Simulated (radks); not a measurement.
Problem. The mean radii <r> (bohr) of the occupied orbitals of an atom or ion are listed with their occupations. Calculated with a radial shooting solver on a logarithmic mesh with Libxc functionals: scalar-relativistic Kohn-Sham, r2SCAN, spin-polarised, spherical densities, finite nucleus; meta-GGA in the generalised Kohn-Sham scheme; Fermi nuclear charge, rms radius of each element as measured or else 0.836 A^(1/3) + 0.57 fm.

| orbital | occ. | <r> |
|---|---|---|
| 1s | 2 | 0.02666 |
| 2s | 2 | 0.1146 |
| 2p | 6 | 0.1003 |
| 3s | 2 | 0.3057 |
| 3p | 6 | 0.3040 |
| 3d | 10 | 0.2809 |
| 4s | 2 | 0.7175 |
| 4p | 6 | 0.7653 |
| 4d | 10 | 0.8770 |
| 5s | 2 | 1.878 |
| 5p | 6 | 2.303 |

Name the element and its charge. Open shells, if any, are filled with parallel spins first.

Solution. Z = 54, xenon, charge 0: Xe in [Xe]. The 1s radius gives Z: for a bare nucleus <r> = (2 gamma + 1)/(2Z) with gamma = sqrt(1 - (Z/c)^2), 0.02628 bohr for Z = 54, and screening makes it slightly larger (0.02666 here). The occupations add up to 54, and the charge is Z minus that.
